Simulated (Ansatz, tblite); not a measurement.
Isomers of Cs3F2 (doublet), found by a short tight-binding search and relaxed with PBE-D4/def2-TZVP in Ansatz.

In the def2 sets Cs takes a core potential; there is no spin–orbit coupling. The xTB rows come from tblite. HSE06 is defined as in plane-wave codes, on full-range PBE exchange. Correlated methods freeze 2 core orbitals; core or outer-core shells of Cs are correlated, in sets that lack core-valence functions.

Other spin states were run for one of them alone.

A:

```xyz
5

Cs   -0.085    1.270    1.896
Cs   -1.543   -0.364   -1.657
Cs    3.052   -1.697   -0.449
F    -2.159    1.233    0.312
F     0.734   -0.441   -0.103
```

B:

Cartesian coordinates in Å:
```
Cs 1.611 2.692 0.347
Cs -0.077 -1.481 2.786
Cs -0.980 -0.776 -2.007
F -0.938 -1.868 0.398
F 0.384 1.433 -1.523
```

Question: Estimate which lies lowest at each level, and how far above it the others are (eV).

Answer: 
| level | A | B |
| --- | --- | --- |
| GFN1-xTB | 0.08 | 0.00 |
| GFN2-xTB | 0.63 | 0.00 |
| HF/def2-SVP | 0.00 | 0.29 |
| PBE-D4/def2-TZVP | 0.00 | 0.22 |
| r2SCAN-D4/def2-TZVP | 0.00 | 0.27 |
| r2SCANh-D4/def2-TZVP | 0.00 | 0.27 |
| PBE0-D4/def2-TZVP | 0.00 | 0.22 |
| HSE06-D4/def2-TZVP | 0.00 | 0.22 |
| MP2/def2-SVP | 0.00 | 0.39 |
| CCSD/def2-SVP | 0.00 | 0.39 |
| CCSD(T)/def2-SVP | 0.00 | 0.39 |
Point groups (tolerance 0.1 Å): A not assigned, B C2v. Lower isomers may exist.
